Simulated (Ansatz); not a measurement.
Molecule: borinic acid, sum formula H3BO (charge 0, singlet). SMILES: BO
Structure (B3LYP-D3(BJ)/def2-TZVP (Ansatz, a first-principles code) minimum search):
```
B
O 1 1.3512
H 2 0.9633 1 114.11
H 1 1.1918 2 116.77 3 180.00
H 1 1.1973 4 122.56 2 180.00
```
Charge 0, spin multiplicity 1.

Quantity: atomisation energy (electronic, to ground-state atoms), in eV. Valence correlation only, unless marked. Open shells are spin-unrestricted. Spin-orbit coupling is left out. Non-relativistic. The coupled-cluster limit lacks core correlation, which all-electron functionals hold. CBS(X,Y): correlation extrapolated as X^-3; Hartree-Fock from the larger set.

| level | program | atomisation energy (eV) |
|---|---|---|
| PBE-D3(BJ)/def2-TZVPD | Ansatz + dftd3 | 19.05 |
| revPBE/def2-TZVPD | Ansatz | [?] |
| PBE0/6-31G* | Ansatz | [?] |
| PBE0/def2-TZVPD | Ansatz | 18.68 |
| HSE06/def2-TZVPD | Ansatz | 18.70 |
| wB97X-V/def2-TZVPD | Ansatz | 18.82 |
| CCSD(T)/CBS(aug-cc-pVTZ,aug-cc-pVQZ) | Ansatz | [?] |

Fill in the missing entries.


- revPBE/def2-TZVPD, atomisation energy (eV): 18.45
- PBE0/6-31G*, atomisation energy (eV): 18.63
- CCSD(T)/CBS(aug-cc-pVTZ,aug-cc-pVQZ), atomisation energy (eV): 18.85
